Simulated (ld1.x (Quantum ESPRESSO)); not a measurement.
**Reading a pseudo-wave (O)**

Columns: radius, all-electron u(r) and pseudo u(r) of the 2p shell (level -9.30 eV) of oxygen in the configuration [He] 2s1.75 2p4.25; LDA (PZ), scalar-relativistic, TM scheme, ld1.x (Quantum ESPRESSO) 7.5.

```csv
r (bohr),all-electron,pseudo
0.098,0.1004,0.0324
0.195,0.2826,0.1236
0.292,0.4613,0.2600
0.390,0.6089,0.4231
0.488,0.7169,0.5879
0.585,0.7875,0.7305
0.682,0.8276,0.8369
0.780,0.8437,0.9001
0.878,0.8413,0.9204
0.975,0.8257,0.9062
1.072,0.8010,0.8690
1.170,0.7698,0.8191
1.268,0.7347,0.7654
1.365,0.6978,0.7140
1.463,0.6596,0.6664
1.560,0.6217,0.6238
1.658,0.5840,0.5844
1.755,0.5477,0.5478
1.852,0.5127,0.5127
1.950,0.4789,0.4789
2.047,0.4470,0.4470
2.145,0.4164,0.4164
2.242,0.3878,0.3878
2.340,0.3606,0.3606
2.438,0.3350,0.3350
2.535,0.3113,0.3113
```

How many radial nodes do the two functions have?

The all-electron 2p function has n − l − 1 = 0; the pseudo-wave has 0.

At about which radius was the pseudo-wave matched?

1.85 bohr. The columns agree to 0.0005 from 1.66 bohr on; several derivatives are matched, so the curves merge somewhat inside the radius.

Where does each function peak?

Outermost all-electron maximum near 0.78 bohr, pseudo maximum near 0.88 bohr (to the table’s step).

Is the pseudo-wave norm-conserving?

Yes: the TM scheme keeps the norm inside the radius equal to the all-electron one, which fixes the energy derivative of the logarithmic derivative at the level.
